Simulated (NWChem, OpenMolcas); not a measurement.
**How basis sets differ on GeNH4O (SMILES [NH][GeH2][OH])**

GeNH4O has 7 atoms, charge 0, and is taken as a doublet. SMILES: `[NH][GeH2][OH]`. The shape is that of a PBE0-D4/def2-TZVP optimisation. This is one conformer, not always the lowest.

```xyz
7

N    -1.1800   -0.6296   -0.7043
Ge    0.0918    0.3579    0.2273
O     1.4881   -0.7085    0.4542
H    -2.0737   -0.1273   -0.7247
H     0.4685    1.5753   -0.6442
H    -0.3483    0.7582    1.6429
H     1.6148   -1.2940   -0.2967
```

Each level gives the dipole moment (D). The values are calculated.

```json
{"level": "ROHF/ANO-RCC-MB (DKH2)", "kind": "Hartree–Fock", "program": "OpenMolcas", "value (D)": "2.34", "CPU time": "5.2 s"}
{"level": "ROHF/ANO-S-MB", "kind": "Hartree–Fock", "program": "OpenMolcas", "value (D)": "2.00", "CPU time": "2.3 s"}
{"level": "UHF/STO-3G", "kind": "Hartree–Fock", "program": "NWChem", "value (D)": "1.89", "CPU time": "3.8 s"}
{"level": "UHF/3-21G", "kind": "Hartree–Fock", "program": "OpenMolcas", "value (D)": "2.52", "CPU time": "2 s"}
{"level": "UHF/def2-SVPD", "kind": "Hartree–Fock", "program": "OpenMolcas", "value (D)": "2.15", "CPU time": "24 s"}
```

All-electron rows without a relativistic Hamiltonian named are non-relativistic. The values span 1.89 to 2.52 D. Magnitudes only. Sets without polarisation functions give poor dipoles. Times are those of the runs behind each value, whatever else they computed, on shared processors of several kinds: orders of magnitude only.
